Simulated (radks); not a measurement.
Question: The table gives one normalised radial function P(r) = r R(r) of Rb23+ in [Ne] 3s2 3p2 (r in bohr). Method: scalar-relativistic Kohn-Sham, LB94 model potential, spin-polarised, spherical densities, finite nucleus; open shells are filled with parallel spins first (spin-orbit coupling, left out, can overturn this in heavy ions); Fermi nuclear charge, rms radius 4.2036 fm; computed with a radial shooting solver on a logarithmic mesh with Libxc functionals.

| r | P |
|---|---|
| 0.001362 | 0.1019 |
| 0.001703 | 0.1248 |
| 0.002114 | 0.1512 |
| 0.002645 | 0.1838 |
| 0.003283 | 0.2207 |
| 0.004107 | 0.2651 |
| 0.005097 | 0.3137 |
| 0.006377 | 0.3696 |
| 0.007914 | 0.4272 |
| 0.009901 | 0.4876 |
| 0.01239 | 0.5432 |
| 0.01537 | 0.5845 |
| 0.01923 | 0.6028 |
| 0.02387 | 0.5829 |
| 0.02986 | 0.5062 |
| 0.03706 | 0.3627 |
| 0.04637 | 0.1322 |
| 0.05755 | -0.1624 |
| 0.072 | -0.5095 |
| 0.09007 | -0.8280 |
| 0.1118 | -1.0081 |
| 0.1399 | -0.9470 |
| 0.1736 | -0.5736 |
| 0.2172 | 0.1138 |
| 0.2695 | 0.8958 |
| 0.3372 | 1.5346 |
| 0.4185 | 1.7362 |
| 0.5236 | 1.4637 |
| 0.655 | 0.9125 |
| 0.8129 | 0.4197 |
| 1.017 | 0.1265 |
| 1.262 | 0.0251 |

Which n and l does it have? It may be an empty orbital.

Answer: n = 3, l = 0: the number of nodes gives n - l - 1 = 2, the rise at small r (about r^(l+1), flatter next to the nucleus through relativity) gives l, and the extent must fit the shell. The curve is that of 3s down; the table hardly tells the two spins apart. 3s down: eigenvalue -1134.1 eV, 2 radial nodes at r = 0.0514, 0.210 bohr, <r> = 0.438 bohr, 90 % of the charge inside 0.637 bohr.
